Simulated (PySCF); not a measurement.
**State search for BePb⁺**

Unrestricted PBE0; basis Be def2-SVPD, Pb def2-SVPD with ECP60; scalar-relativistic core potentials; PySCF 2.14. Outer shells of the fragments: Be 2s2; Pb+ 5d10 6s2 6p1.

Followed along the bond (rough minima from three points):

```json
{"2Ms+1": "2", "unpaired": "π ↑", "⟨S²⟩ at the start": "0.75", "R at minimum (Å)": "2.65", "Te (eV)": "0.00"}
{"2Ms+1": "2", "unpaired": "σ ↑", "⟨S²⟩ at the start": "0.75", "R at minimum (Å)": "2.81", "Te (eV)": "0.47"}
{"2Ms+1": "4", "unpaired": "σ ↑, π ↑↑", "⟨S²⟩ at the start": "3.75", "R at minimum (Å)": "none in the scan", "Te (eV)": "≤ 1.51"}
```

Solutions found at the starting distance of 2.455 Å, counted from the lowest of them; the search is not exhaustive and high or unbound solutions are not listed, so other states can lie among these:

| 2Ms+1 | unpaired | term | E (eV) | ⟨S²⟩ | ⟨Lz²⟩ | μ (D) |
| --- | --- | --- | --- | --- | --- | --- |
| 2 | π ↑ | ²Π | 0.00 | 0.75 | 1.00 | -5.19 |
| 2 | σ ↑ | ²Σ⁺ | 0.68 | 0.75 | 0.00 | -1.43 |
| 4 | σ ↑, π ↑↑ | ⁴Σ⁻ | 1.46 | 3.75 | 0.00 | -5.17 |
| 4 | σ ↑↑, π ↑ | ⁴Π | 1.78 | 3.75 | 1.00 | -1.93 |
| 2 | σ ↑, π ↑↓ | mixed | 2.10 | 1.76 | 2.00 | -5.42 |
| 2 | σ ↓, π ↑↑ | mixed | 2.39 | 1.76 | 0.00 | -5.99 |
| 2 | σ ↑ | mixed | 2.59 | 1.02 | 2.00 | -5.12 |
| 4 | σ ↑, π ↑↑ | mixed | 3.60 | 3.75 | 2.00 | -4.24 |
| 2 | π ↑ | ²Π | 5.58 | 0.81 | 1.03 | -4.93 |
| 4 | σ ↑, π ↑, δ ↑ | mixed | 8.87 | 3.75 | 5.00 | -8.35 |

A term symbol is given only where ⟨S²⟩ and ⟨Lz²⟩ are close to those of a pure state; real π, δ and φ orbitals otherwise mix terms. A positive dipole points towards Pb; it is taken about the centre of mass and depends on that origin.

Q: Compare the gap between the two lowest followed solutions at the starting distance with the gap between their minima.

A: At PBE0 the second solution (doublet, unpaired electrons σ ↑) lies +0.68 eV from the first (doublet, unpaired electrons π ↑) at 2.455 Å and +0.47 eV at the minima; the two curves relax by different amounts, since their minima lie near 2.81 and 2.65 Å.

Spin–orbit coupling is left out, which matters for elements this heavy, above all for dissociation energies. Counting both spins, an empty level lies below a filled one in some of these solutions, because spin and occupation are held.
